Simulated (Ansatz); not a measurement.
CClNSi, SMILES `[C-]#[N+][Si]Cl` (excited triplet) (charge 0, multiplicity 3). This triplet is an excited state, 2.19 eV above the relaxed singlet at the level frozen-core CCSD(T)/cc-pVTZ // PBE0-D3(BJ)/def2-TZVP (Ansatz, a quantum-chemistry and plane-wave program).

Method: frozen-core fic-MRCISD+Q@CASSCF(2e,2o)/cc-pVTZ // PBE0-D3(BJ)/def2-TZVP (Ansatz).

Ansatz 0.2 input:
```yaml
crystal:
  periodic: [false, false, false]
  atoms:
    - { symbol: C, position_ang: [-2.007516, -0.32763, -0.009848] }
    - { symbol: N, position_ang: [-0.895313, 0.069041, -0.001016] }
    - { symbol: Si, position_ang: [0.65966, 0.766542, 0.013405] }
    - { symbol: Cl, position_ang: [2.243169, -0.507953, -0.002541] }
basis:
  gaussian: { orbitals: cc-pVTZ }
correlation:
  method: fic_mrcisd_q
  active_space: { window: { electrons: 2, orbitals: 2 } }
magnetization:
  spin_polarized: false
  initial_magnetization: 2
```

Output:

```
Functional definition: HF
778 factors; integrals over basis functions are off by at most 9.7e-4 eV
mean field evaluation 1: about -22875.0365 eV, gradient 2.7e1 eV
mean field evaluation 2: about -22875.0488 eV, gradient 2.7e1 eV
mean field evaluation 4: about -22878.4621 eV, gradient 4.1e0 eV
mean field evaluation 8: about -22878.7368 eV, gradient 2.7e-1 eV
mean field evaluation 16: about -22874.6159 eV, gradient 3.5e0 eV
mean field -22878.73734053 eV, -840.7780894992 hartree, gradient 1.9e-6 eV, S^2 2.000000; 1 other end points of the search recorded, 0 dependent functions left out
reference -22878.73734053 eV, -840.7780894992 hartree; 23, 21 occupied and 105, 107 virtual orbitals, 778 factors
state -22878.73734053 eV, -840.7780894992 hartree
contracted CI cycle   1: correlation 0.00000000 eV, 0.0000000000 hartree, residual 3.98e1 eV
contracted CI cycle   2: correlation -13.64573719 eV, -0.5014715922 hartree, residual 6.01e0 eV
contracted CI cycle   3: correlation -14.02208199 eV, -0.5153020085 hartree, residual 1.19e0 eV
contracted CI cycle   4: correlation -14.03823893 eV, -0.5158957652 hartree, residual 2.95e-1 eV
contracted CI cycle   5: correlation -14.03937694 eV, -0.5159375863 hartree, residual 8.52e-2 eV
contracted CI cycle   6: correlation -14.03945948 eV, -0.5159406198 hartree, residual 2.18e-2 eV
contracted CI cycle   7: correlation -14.03946509 eV, -0.5159408257 hartree, residual 5.22e-3 eV
contracted CI cycle   8: correlation -14.03946542 eV, -0.5159408379 hartree, residual 1.34e-3 eV
contracted CI cycle   9: correlation -14.03946545 eV, -0.5159408388 hartree, residual 3.78e-4 eV
state -22878.73734053 eV, -840.7780894992 hartree; corrected -22895.07809679 eV, -841.3786012158 hartree
Total energy: -22895.07809679 eV, -841.3786012158 hartree
```
